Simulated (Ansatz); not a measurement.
La6. The state is a singlet with charge 0. Geometry relaxed at r2SCAN-D4/def2-SVP.

| atom | x (Å) | y (Å) | z (Å) |
| --- | --- | --- | --- |
| La1 | 2.882 | 1.056 | -1.260 |
| La2 | -2.510 | 0.127 | 0.423 |
| La3 | 0.078 | -1.651 | -1.192 |
| La4 | -0.498 | 1.792 | -1.742 |
| La5 | 0.758 | 0.587 | 1.153 |
| La6 | -0.709 | -1.912 | 2.617 |

In the def2 sets La takes a core potential; there is no spin–orbit coupling. The restricted singlet is unstable towards broken spin symmetry at other levels; at r2SCAN-D4/def2-SVP this wasn't settled. The relaxation made no stability test and no search for a lower SCF solution. The geometry of the singlet was relaxed on an unsound state (restricted singlet, unstable towards broken spin symmetry at other levels and untested here). At PBE0-D4/def2-TZVP a triplet of charge 0 lies 0.49 eV below the restricted singlet, each at its own geometry. That triplet is doubtful there (⟨S²⟩ 3.65, where a pure state has 2.00). The structure comes from a short search, and lower isomers may exist.

(1) Estimate the harmonic wavenumbers at RKS r2SCAN-D4/def2-SVP (Ansatz, unscaled). Is this a minimum?

## Answers

(1) 32, 42, 52, 58, 65, 67, 92, 100, 101, 117, 122, 134 cm⁻¹. Yes, no mode is imaginary beyond noise. Zero-point energy 5.9 kJ/mol. Run time 8.4 min (4 threads of Intel Xeon Platinum 8259CL on a shared host).
